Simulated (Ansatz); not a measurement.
HISe (SMILES [SeH]I) moved off its minimum; all values from Ansatz (a quantum-chemistry and plane-wave program), cores frozen in correlated methods. Elements past Kr take the def2 small-core potentials, without spin–orbit coupling.
(charge 0, multiplicity 1)
```xyz
3

Se    -0.90661    -0.67949     1.01309
H     -1.81020    -1.13798    -0.17774
I      0.60048     0.53661    -0.64873
```

Forces at wB97M-V/def2-TZVPP (eV/Å):

```
atom      Fx      Fy      Fz
----  ------  ------  ------
Se1   -0.682  -0.222  -1.899
H2     0.901   0.421   1.481
I3    -0.219  -0.199   0.418
```

Give the forces (eV/Å), the total energy and the dipole at CCSD(T)/def2-TZVPPD.


```json
[
 {"atom": "Se1", "Fx": "-0.846", "Fy": "-0.381", "Fz": "-1.506"},
 {"atom": "H2", "Fx": "0.807", "Fy": "0.372", "Fz": "1.367"},
 {"atom": "I3", "Fx": "0.039", "Fy": "0.009", "Fz": "0.139"}
]
```
Energy -2697.4362 hartree, dipole 0.68 D.
